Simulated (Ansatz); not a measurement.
A structure relaxed at r2SCAN-D4/def2-SVP in Ansatz, charge 1, doublet:

```xyz
7

Hf   -1.813   -0.551   -0.355
Hf    1.088   -1.070    0.295
Hf    0.363    1.511   -0.011
O    -1.562    1.402   -0.416
O    -0.591   -2.057   -0.006
O     0.980    0.458    1.543
O     1.534    0.307   -1.050
```

**Question.** Give its formula and point group.

**Answer.** the cluster Hf3O4⁺ (the lowest doublet isomer of a short search). Point group C2v (tolerance 0.1 Å).

**Question.** Summarise the bond lengths by kind (pairs closer than 1.2 times the sum of covalent radii, bridged metal pairs left out).

**Answer.** 8 × Hf–O 1.97 to 1.98 Å.

In the def2 sets Hf takes a core potential; there is no spin–orbit coupling. The structure comes from a short search, and lower isomers may exist.
